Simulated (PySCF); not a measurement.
## Computed properties of ClH6NSSi2, SMILES N[SiH2]S[SiH2]Cl

ClH6NSSi2, SMILES N[SiH2]S[SiH2]Cl. Geometry: B3LYP-D3(BJ)/def2-SVP. This is a generated structure with no PubChem entry under its InChIKey; it may be hypothetical. The values are those of a single conformer. All values are computed for the isolated molecule unless a solvent is named; none is compared with measurement here.

**Structure.** All 27 harmonic modes at B3LYP-D3(BJ)/def2-SVP (PySCF) are real, so it is a minimum. With heavy atoms numbered as in [SiH2:1]([Cl:2])[S:3][SiH2:4][NH2:5], the shortest bond between them is Si4–N5 at 1.721 Å and the longest S3–Si4 at 2.197 Å.

**Vibrations.** The strongest infrared lines (harmonic, unscaled, degenerate partners summed) lie at 854 cm⁻¹ (253 km/mol, H 59 %, N 25 %, Si 16 %), 914 cm⁻¹ (207 km/mol, H 83 %, Si 9 %), 462 cm⁻¹ (179 km/mol, Si 41 %, S 25 %, H 24 %). The softest mode is at 30 cm⁻¹ and the zero-point energy is 40.8 kcal/mol.

**Electronic structure.** B3LYP/def2-TZVP (PySCF) places the frontier levels at -7.23 and -0.34 eV, a gap of 6.89 eV, and gives a dipole moment of 2.37 D and a mean polarisability of 90.3 bohr³. PBE/def2-TZVP (PySCF) at the same geometry gives -6.24 and -0.96 eV, so its gap is 1.61 eV narrower. An orbital gap is neither the optical nor the fundamental gap.

**Excitations.** TDDFT-CAM-B3LYP/def2-SVPD (PySCF) has S1 at 6.10 eV (203 nm, f = 0.015, weak); the most intense of the 10 singlets computed lies at 7.31 eV (f = 0.05). T1 (TDA) is at 5.78 eV. TDDFT-PBE/def2-SVPD (PySCF) puts S1 at 5.28 eV. No vertical singlet excitation falls in the visible range (under 3.1 eV).

**NMR.** GIAO shifts at PBE0/pcSseg-1 (PySCF) (non-relativistic, atoms alike by connectivity averaged): ¹H from 1.1 to 5.9 ppm against TMS; ²⁹Si from -19.5 to 3.5 ppm against TMS. Without spin–orbit terms, shifts of atoms bonded to Cl or Br come out too high.

**Solvation.** SMD-M06-2X/def2-SVP (PySCF) gives -1.6 kcal/mol in water, -5.6 kcal/mol in dichloromethane, -4.8 kcal/mol in tetrahydrofuran (1 M in both phases, gas-phase geometry); of these solvents dichloromethane holds the molecule best.
